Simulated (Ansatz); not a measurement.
Two isomers of CH7OSbSi: A = `[OH][SbH][CH2][SiH3]`, B = `[SiH3]C[O][SbH2]`.

Isolated molecules relaxed with PBE0-D4/def2-TZVP in Ansatz; ΔE leaves out vibrations. CBS: MP2 limit from def2 TZ/QZ plus the TZ coupled-cluster correction, frozen cores. DFT in def2-TZVPP. B3LYP here is the variant with VWN-RPA as its local correlation; programs differ in this. def2 core potentials past Kr. For Sb outer-core shells are correlated without core-valence functions, which leaves a few kJ/mol of doubt a bond. Each species was taken in one conformer, which may not be the lowest.

A:

```xyz
11

O    -0.481    1.479   -1.423
Sb   -0.884    1.698    0.502
C     0.185   -0.066    1.120
Si    0.636   -1.212   -0.294
H    -0.037    2.256   -1.770
H    -2.365    0.845    0.368
H     1.087    0.246    1.651
H    -0.452   -0.598    1.833
H    -0.559   -1.557   -1.104
H     1.683   -0.615   -1.159
H     1.189   -2.475    0.275
```

B:

Z-matrix (Å, degrees):
```
Si
C 1 1.892
H 1 1.485 2 110.5
H 1 1.489 2 111.0 3 121.8
H 1 1.491 2 108.3 3 -118.9
O 2 1.419 1 111.1 3 60.0
H 2 1.101 1 109.9 3 -174.9
H 2 1.096 1 109.9 3 -58.8
Sb 6 1.977 2 118.2 1 84.6
H 9 1.710 6 92.0 2 156.9
H 9 1.717 6 96.0 2 -112.3
```

(1) Which isomer does CCSD(T)/CBS put lower? Give the gap. (Estimate.)

(2) Give E(B) − E(A) in kcal/mol with HF/def2-TZVPP, CCSD/def2-TZVPP, B3LYP-D4, B3LYP, r2SCAN-D4, B2PLYP, CCSD(T)/def2-SVP. (Best estimate.)

(3) Does the order hold for the free energy at 298.15 K (harmonic terms from PBE0-D4)? (Estimate.)

Largest T1 diagnostic: 0.014.

## Answers

(1) The calculation gave: A, by 27.9 kcal/mol.

(2) The calculation gave: HF/def2-TZVPP 23.4, CCSD/def2-TZVPP 26.3, B3LYP-D4 24.2, B3LYP 23.7, r2SCAN-D4 25.9, B2PLYP 25.7, CCSD(T)/def2-SVP 21.0. None reverses the order clearly.

(3) Computed: Yes: G(B) − G(A) = +26.1 kcal/mol, for one conformer each. Modes under 60 cm⁻¹, often nearly free rotors, make the harmonic entropy too high.

At CCSD(T), def2-SVP lies −6.9 kcal/mol from the extrapolated value and def2-TZVPP −1.2 kcal/mol. Leaving LDA and LC-ωPBE aside and taking each functional with its dispersion term where it has one, the values, not all of them listed here, spread over 4.0 kcal/mol, from BLYP-D4 to PBE-QIDH.
